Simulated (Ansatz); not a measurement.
Abridged output of a molecular run in Ansatz:

```
Functional definition: HF
924 factors; integrals over basis functions are off by at most 1.5e-3 eV
mean field evaluation 1: about -54478.1040 eV, gradient 1.9e1 eV
mean field evaluation 2: about -54478.1490 eV, gradient 1.9e1 eV
mean field evaluation 4: about -54480.6068 eV, gradient 2.4e0 eV
mean field evaluation 8: about -54480.6852 eV, gradient 1.6e-1 eV
mean field -54480.68607626 eV, -2002.1282849671 hartree, gradient 8.6e-6 eV, S^2 0.755346; 0 other end points of the search recorded, 0 dependent functions left out
11 core orbitals not correlated: weight in the atoms' cores, before any rotation towards them, 1.000 or more for the frozen orbitals, at most 0.000 for the correlated occupied ones
reference -54480.68607626 eV, -2002.1282849671 hartree; 14, 13 occupied and 65, 66 virtual orbitals, 924 factors
second order -13.34071113 eV of doubles, -0.00000000 eV of singles
cycle   1  -13.57452245 eV  change   -2.3e-1 eV  update   9.1e-2
cycle   2  -14.03035202 eV  change   -4.6e-1 eV  update   3.0e-2
cycle   3  -14.12140527 eV  change   -9.1e-2 eV  update   1.4e-2
cycle   4  -14.12187799 eV  change   -4.7e-4 eV  update   4.4e-3
cycle   5  -14.12168001 eV  change    2.0e-4 eV  update   1.8e-3
cycle   6  -14.12139972 eV  change    2.8e-4 eV  update   7.2e-4
cycle   7  -14.12143193 eV  change   -3.2e-5 eV  update   2.7e-4
cycle   8  -14.12148951 eV  change   -5.8e-5 eV  update   1.1e-4
cycle   9  -14.12149476 eV  change   -5.3e-6 eV  update   4.4e-5
cycle  10  -14.12148759 eV  change    7.2e-6 eV  update   2.0e-5
perturbative correction -0.44118907 eV, -0.0162133992 hartree
Total energy: -54495.24875291 eV, -2002.6634534632 hartree
Checks for a lower state left out: cluster_reference
```

Its atoms:

```xyz
9

C     0.4253    1.1236    0.1860
C    -0.1448   -0.1661   -0.3796
Ga   -0.3778   -1.7054    0.8787
H    -0.2027    1.5246    0.9856
H     0.5123    1.9004   -0.5803
H     1.4212    0.9716    0.6094
H     0.4794   -0.5588   -1.1923
H    -1.1385   -0.0078   -0.8178
H    -0.9744   -3.0822    0.3104
```

Q: Which basis set was used?
A. def2-SVPD
B. def2-SVP
C. cc-pV(T+d)Z
D. def2-TZVPP

A: B. It gives 90 functions.

Q: Write the keys of the input that set method, charge and spin (a neutral closed shell needs none for the last two).

A: 
```yaml
magnetization: {spin_polarized: true, initial_magnetization: 1}
correlation: {method: ccsd_t}
scf: {omitted_lower_state_checks: [cluster_reference]}
```
